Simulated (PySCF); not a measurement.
CH₅S, SMILES C[SH2+], charge +1. Heavy atoms are numbered as in [CH3:1][SH2+:2]. Hydrogens are named by the atom that carries them.

Geometry: B3LYP-D3(BJ)/def2-TZVP. The isomer is the one that the SMILES or the coordinates give; other isomers of the formula were not compared.

Level of theory: PBE0/pcSseg-2 (PySCF).

GIAO shieldings, no solvent; atoms alike by connectivity are averaged. δ = σ(ref) − σ: ¹³C against TMS (σ = 186.1 ppm); ³³S against H2S (σ = 711.3 ppm); ¹H against TMS (σ = 31.54 ppm), references at their B3LYP-D3(BJ)/def2-TZVP geometries, non-relativistic.

Computed chemical shifts:
| nucleus | atoms | count | δ (ppm) |
|---|---|---|---|
| ¹³C | C1 (CH3) | 1 | 17.5 |
| ³³S | S2 (SH2) | 1 | 164.9 |
| ¹H | H on S2 | 2 | 5.80 |
| ¹H | H on C1 | 3 | 3.23 |
